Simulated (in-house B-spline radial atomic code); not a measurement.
Configurations of the chlorine ion Cl⁸⁺, with energies counted from [He] 2s2 (2p1/2)2 (2p3/2)3. All numbers are computed (Dirac-Hartree-Fock, average of each configuration as written; Fermi nucleus of rms radius 3.3654 fm) with a radial B-spline atomic code at the basis-set limit, not measured. Energies include first-order Breit, QED and recoil terms.

Occupations are held fixed; configurations that lie above the ionisation limit could autoionise.

```csv
configuration,E - E(ref) (eV),highest orbital,its <r> (bohr)
[He] 2s2 (2p1/2)2 (2p3/2)2 4s1,317.64,4s1/2,2.165
[He] 2s2 (2p1/2)2 (2p3/2)2 5s1,350.79,5s1/2,3.534
[He] 2s2 (2p1/2)1 (2p3/2)3 (6d5/2)1,372.18,6d5/2,5.503
[He] 2s2 (2p1/2)2 (2p3/2)2 (6g7/2)1,372.26,6g7/2,4.888
[He] 2s1 (2p1/2)1 (2p3/2)4 (4p3/2)1,389.45,4p3/2,2.229
[He] 2s1 (2p1/2)1 (2p3/2)4 (6g7/2)1,437.79,6g7/2,4.888
```

Order these further configurations by energy, lowest first.
A. [He] 2s1 (2p1/2)2 (2p3/2)3 (5f7/2)1
B. [He] 2s2 (2p1/2)1 (2p3/2)4
C. [He] 2s2 (2p1/2)2 (2p3/2)2 (4d3/2)1
D. [He] 2s1 (2p1/2)2 (2p3/2)3 (4d3/2)1
E. [He] 2s2 (2p1/2)1 (2p3/2)3 (5d3/2)1

B (1.6848 eV), C (331.12 eV), E (358.18 eV), D (395 eV), A (422.46 eV).

How far above the reference does [He] 2s2 (2p1/2)1 (2p3/2)3 (3d5/2)1 lie?

275.16 eV; its least bound orbital is 3d5/2 with <r> = 1.079 bohr.
